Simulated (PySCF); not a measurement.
Correlation energy of Sr (strontium, neutral)

[Kr] 4d2, high-spin 3F determinant (an excited configuration). Computed with PySCF 2.14 in x2c-TZVPPall, with the spin-free X2C one-electron Hamiltonian (Gaussian nucleus). Frozen: [Kr]; 2 electrons correlated.

With two correlated electrons CCSD is exact within the correlated space (frozen core and kept virtual orbitals).

| level | correlation energy (mhartree) |
| --- | --- |
| CCSD | -8.14 |

Diagnostics: T1 = 0.0040, D1 = 0.0056, largest double amplitude 0.118.

Question: Is a single reference adequate?

Answer: Mostly. T1 lies below 0.03, but a double amplitude of this size points to a near-degeneracy that CCSD handles and MP2 describes poorly.
